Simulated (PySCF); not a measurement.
Species: Cl3Si(SH), Cl3HSSi.
Structure used (PBE0-D3(BJ)/def2-TZVP), in Å, numbered top down from 1:
```
atom  x, y, z in Å
S1     1.3426    0.0296   -1.1400
Si2   -0.3945   -0.1285    0.0377
Cl3   -1.0743    1.6857    0.6519
Cl4   -1.7885   -1.0167   -1.1365
Cl5   -0.0950   -1.2504    1.7064
H6     2.0320    0.6470   -0.1631
```

All values: wB97X-D/pcSseg-2 (PySCF, non-relativistic), on one gas-phase PBE0-D3(BJ)/def2-TZVP geometry that isn't relaxed in the solvent. The solvent is an IEF-PCM continuum (Bondi radii, 1.10 Å for H, scaled by 1.2). Specific hydrogen bonds and non-electrostatic terms are outside this model.

Gas phase at wB97X-D/pcSseg-2: HOMO -10.18 eV, LUMO 1.05 eV, dipole 1.21 D.

**Question.** What does the continuum do to the energy, the frontier levels and the dipole at wB97X-D/pcSseg-2 in chloroform?

**Answer.** 
| solvent | ε | E(solvent) − E(gas) (kJ/mol) | polarisation term (kJ/mol) | distortion of the solute (kJ/mol) | HOMO (eV) | LUMO (eV) | dipole (D) |
| --- | --- | --- | --- | --- | --- | --- | --- |
| chloroform | 4.711 | -7.80 | -8.63 | 0.83 | -10.01 | 1.19 | 1.54 |

Polarisation term: ½ Σ q·V over the induced surface charges. Distortion: the rise of the solute's own energy as its density leaves the gas-phase optimum.

**Question.** Which radius a makes the point-dipole formula ΔE = −[(ε − 1)/(2ε + 1)]·μ²/a³ give the value in chloroform, with the gas-phase dipole?

**Answer.** μ = 0.477 au and |ΔE| = 0.00297 Eh give a = 1.59 Å; the farthest nucleus lies 2.35 Å from the centroid of the nuclei, so such a sphere wouldn't even hold the nuclei. The formula assumes a rigid point dipole at the centre of a sphere.

**Question.** Give the dipole vector in the frame of the coordinates (D, pointing from negative to positive charge), gas and chloroform.

**Answer.** Gas (1.09, 0.48, 0.24), solvent (1.37, 0.61, 0.33). Its length changes by +27 % and its direction by 1°.

The run took 47 s of wall time on one thread, Arm Neoverse N1 (aarch64) (shared host), and the process peaked at 0.96 GiB of memory. This is the whole shielding run at wB97X-D/pcSseg-2 in chloroform, SCF included.

Note: wB97X-D ran without an empirical dispersion term, which enters the total energy and its gradient alone.
